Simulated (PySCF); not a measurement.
Nb(NH)(F)2(NH2) (F2H3N2Nb), SMILES [NH]=[Nb]([NH2])([F])[F], multiplicity 1. Geometry optimised at PBE-D3(BJ)/def2-SVP. The multiplicity is an assumed one; other spin states were not compared. The def2 effective core potentials stand for the cores of Nb; spin–orbit coupling is left out. Other conformers were not sampled.

Level of theory: PBE-D3(BJ)/def2-SVP (PySCF).

Harmonic wavenumbers (cm⁻¹): 163, 170, 189, 209, 236, 411, 462, 501, 552, 606, 656, 681, 713, 991, 1458, 3448, 3552, 3563. Rotational constants (GHz): 3.094, 3.089, 2.723; symmetry number 1.

**Question.** Work out the zero-point energy and the ideal-gas rigid-rotor harmonic-oscillator thermochemistry at 298.15 K and 1 atm.

**Answer.** ZPE = ½ Σ hcν = ½ × 18561 cm⁻¹ = 111.02 kJ/mol. H − E(el) = 132.45 kJ/mol. Entropy in J/(mol K): translation 172.19, rotation 112.61, vibration 64.77, total 349.57. G − E(el) = 28.23 kJ/mol. Cp = 110.57 J/(mol K).
